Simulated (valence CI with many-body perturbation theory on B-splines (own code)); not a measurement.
# Ni XIV: calculated level list

Method: configuration interaction combined with many-body perturbation theory (CI+MBPT): five valence electrons over a frozen Dirac-Fock core [Ne], a basis of 11 s, 11 p, 10 d, 8 f, 5 g, 2 h functions for each j, with the one-electron correlation potential Σ1 (screened to all orders), the two-electron term Σ2, the three-electron term Σ3, Breit, model QED; selected single and double excitations, second order for the rest, scaled by the run's own slope (own B-spline code, finite nucleus).

No measured spectrum was set against this ion. As an estimate, levels of excited configurations hold to 0.05 to 0.15 % of their energy, terms of the ground configuration to about 0.5 %. Among the levels kept, up to 3200 cm⁻¹ of a level comes from second order outside the variational space, and about a tenth of that is noise between levels of different J, which matters for small intervals.

Levels 46 to 90 of 172, with energies above the lowest level, 3s2.3p3 4S°_3/2. "Leading %" is the weight of the configuration and term that name the level; weights of strongly mixed levels are sums over their largest components and can fall short. In the jj column 3d3/2^4 stands for four electrons in 3d with j = 3/2. Lifetimes count E1, E2, E3, M1 and M2 decay at the calculated energies, and are blank where another channel may lead or the interval is too uncertain; long ones can be off by a factor of two.

```tsv
No.	Configuration	Term	J	E (eV)	Leading %	Leading jj	Lifetime	g
46	3s.3p3.3d	6D°	9/2	89.90	98	3s 3p1/2 3p3/2^2 3d5/2 (54 %)	41.1 ns	1.552
47	3p5	2P°	3/2	90.79	59	3p1/2^2 3p3/2^3 (59 %)	101 ps	1.333
48	3p5	2P°	1/2	93.52	57	3p1/2 3p3/2^4 (57 %)	104 ps	0.664
49	3s.3p3.3d	4D°	5/2	96.99	79	3s 3p1/2^2 3p3/2 3d5/2 (27 %)	1.09 ns	1.329
50	3s.3p3.3d	4D°	3/2	97.15	73	3s 3p1/2^2 3p3/2 3d5/2 (25 %)	954 ps	1.050
51	3s.3p3.3d	4D°	7/2	97.21	87	3s 3p1/2 3p3/2^2 3d5/2 (62 %)	1.74 ns	1.418
52	3s.3p3.3d	4D°	1/2	97.59	93	3s 3p1/2 3p3/2^2 3d5/2 (46 %)	1.33 ns	0.007
53	3s.3p3.3d	4F°	3/2	98.35	73	3s 3p1/2 3p3/2^2 3d3/2 (55 %)	587 ps	0.556
54	3s.3p3.3d	4F°	5/2	98.76	77	3s 3p1/2 3p3/2^2 3d3/2 (58 %)	581 ps	1.069
55	3s.3p3.3d	4F°	7/2	99.26	82	3s 3p1/2 3p3/2^2 3d3/2 (43 %)	590 ps	1.245
56	3s.3p3.3d	4F°	9/2	99.96	87	3s 3p1/2 3p3/2^2 3d5/2 (62 %)	622 ps	1.330
57	3s.3p3.3d	2S°	1/2	103.04	80	3s 3p1/2 3p3/2^2 3d5/2 (43 %)	293 ps	2.029
58	3s.3p3.3d	4G°	5/2	103.60	89	3s 3p1/2 3p3/2^2 3d3/2 (37 %)	194 ps	0.586
59	3s.3p3.3d	4G°	7/2	103.80	87	3s 3p1/2 3p3/2^2 3d3/2 (38 %)	201 ps	0.998
60	3s.3p3.3d	4G°	9/2	104.08	88	3s 3p1/2 3p3/2^2 3d5/2 (44 %)	212 ps	1.181
61	3s.3p3.3d	4G°	11/2	104.46	94	3s 3p1/2 3p3/2^2 3d5/2 (94 %)	228 ps	1.272
62	3s.3p3.3d	2G°	7/2	107.62	83	3s 3p1/2 3p3/2^2 3d5/2 (32 %)	377 ps	0.905
63	3s.3p3.3d	2G°	9/2	107.66	81	3s 3p1/2 3p3/2^2 3d3/2 (52 %)	347 ps	1.128
64	3s.3p3.3d	4D°	1/2	107.86	89	3s 3p1/2^2 3p3/2 3d3/2 (37 %)	102 ps	0.041
65	3s.3p3.3d	4D°	3/2	108.15	53	3s 3p1/2^2 3p3/2 3d3/2 (47 %)	73.1 ps	1.297
66	3s.3p3.3d	4P°	5/2	108.42	32	3s 3p1/2^2 3p3/2 3d3/2 (35 %)	47.1 ps	1.379
67	3s.3p3.3d	4P°	1/2	108.76	84	3s 3p1/2^2 3p3/2 3d3/2 (30 %)	164 ps	2.601
68	3s.3p3.3d	4P°	3/2	108.88	53	3s 3p1/2^2 3p3/2 3d5/2 (34 %)	72.2 ps	1.574
69	3s.3p3.3d	4P°	5/2	109.77	58	3s 3p1/2 3p3/2^2 3d5/2 (37 %)	25.7 ps	1.449
70	3s.3p3.3d	2D°	3/2	109.87	60	3s 3p1/2 3p3/2^2 3d3/2 (29 %)	90.3 ps	0.864
71	3s.3p3.3d	4D°	5/2	110.08	50	3s 3p1/2 3p3/2^2 3d5/2 (54 %)	101 ps	1.293
72	3s.3p3.3d	4D°	7/2	110.57	51	3s 3p1/2 3p3/2^2 3d5/2 (51 %)	103 ps	1.328
73	3s.3p3.3d	4F°	9/2	110.77	83	3s 3p3/2^3 3d5/2 (41 %)	102 ps	1.305
74	3s.3p3.3d	4F°	7/2	110.91	48	3s 3p3/2^3 3d5/2 (27 %)	61.5 ps	1.310
75	3s.3p3.3d	4F°	5/2	111.00	88	3s 3p1/2 3p3/2^2 3d3/2 (38 %)	73.4 ps	1.032
76	3s.3p3.3d	4F°	3/2	111.20	90	3s 3p1/2 3p3/2^2 3d3/2 (59 %)	78.6 ps	0.437
77	3s.3p3.3d	4P°	3/2	112.04	50	3s 3p1/2 3p3/2^2 3d3/2 (70 %)	14.4 ps	1.843
78	3s.3p3.3d	4P°	5/2	112.36	66	3s 3p1/2 3p3/2^2 3d5/2 (48 %)	21.3 ps	1.417
79	3s.3p3.3d	4P°	3/2	112.52	51	3s 3p1/2 3p3/2^2 3d5/2 (46 %)	11.9 ps	1.829
80	3s.3p3.3d	2F°	7/2	112.66	66	3s 3p1/2 3p3/2^2 3d5/2 (50 %)	104 ps	1.151
81	3s.3p3.3d	4P°	1/2	112.88	94	3s 3p1/2 3p3/2^2 3d3/2 (32 %)	9.96 ps	2.597
82	3s.3p3.3d	2F°	5/2	112.90	42	3s 3p1/2 3p3/2^2 3d3/2 (31 %)	48.7 ps	1.069
83	3s.3p3.3d	2D°	5/2	114.70	60	3s 3p1/2 3p3/2^2 3d5/2 (34 %)	24.2 ps	1.230
84	3s.3p3.3d	4D°	7/2	114.94	75	3s 3p1/2^2 3p3/2 3d5/2 (30 %)	11.9 ps	1.395
85	3s.3p3.3d	2D°	3/2	115.19	85	3s 3p1/2 3p3/2^2 3d5/2 (31 %)	31.6 ps	0.811
86	3s.3p3.3d	4D°	1/2	115.33	48	3s 3p1/2^2 3p3/2 3d3/2 (27 %)	12.7 ps	0.344
87	3s.3p3.3d	4D°	5/2	115.63	60	3s 3p1/2 3p3/2^2 3d5/2 (40 %)	13.7 ps	1.325
88	3s.3p3.3d	4D°	3/2	115.66	78	3s 3p1/2 3p3/2^2 3d5/2 (30 %)	11.8 ps	1.202
89	3s.3p3.3d	2P°	3/2	116.54	67	3s 3p1/2 3p3/2^2 3d5/2 (37 %)	11.2 ps	1.329
90	3s.3p3.3d	2P°	1/2	116.61	36	3s 3p1/2 3p3/2^2 3d3/2 (34 %)	11.1 ps	0.394
```

Names give the largest LS component (configuration and term), which can be under half, so a name can repeat, a term be missing and a line seem to break the LS rules; names also repeat where a configuration has a term twice.

Where two levels of one J and parity lie close, their mixing, g and order are uncertain.
